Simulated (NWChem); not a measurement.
CH7FN2Si; SMILES C[Si](N)(N)F

```xyz
12

C      0.0228    -1.7369    -0.5761
Si    -0.0003     0.0266     0.0106
N     -1.5026     0.3109     0.8067
N      1.4937     0.3506     0.8072
F     -0.0141     1.1019    -1.2153
H     -0.8687    -1.9559    -1.1823
H      0.0334    -2.4436     0.2699
H      0.9181    -1.9319    -1.1848
H     -1.7787     1.2472     1.0800
H     -1.8830    -0.3798     1.4425
H      1.7454     1.2941     1.0791
H      1.8912    -0.3291     1.4443
```
Atoms are numbered in this order, from 1.

All runs: NWChem. Pople sets run with spherical d functions. Structure relaxed at the PBE0/def2-SVP level. Not confirmed as a minimum by frequencies.

Problem. Taking TPSS/6-311++G** as the yardstick, which of these has the fewest basis functions while keeping “highest occupied level (eV)” within 0.2 eV of it: TPSS/6-311G**; TPSS/STO-3G; TPSS/6-31G*; TPSS/6-31+G*; TPSS/3-21G?

Solution. TPSS/6-31+G* (a larger set in the list lies outside the tolerance).
```csv
level,basis functions,highest occupied level (eV),relative time (rough)
TPSS/STO-3G,36,-1.65,1
TPSS/3-21G,63,-4.88,2
TPSS/6-31G*,88,-5.15,4
TPSS/6-31+G*,108,-5.57,6
TPSS/6-311G**,140,-5.45,7
TPSS/6-311++G**,167,-5.68,10
```

The yardstick is one finite set, not the basis-set limit.
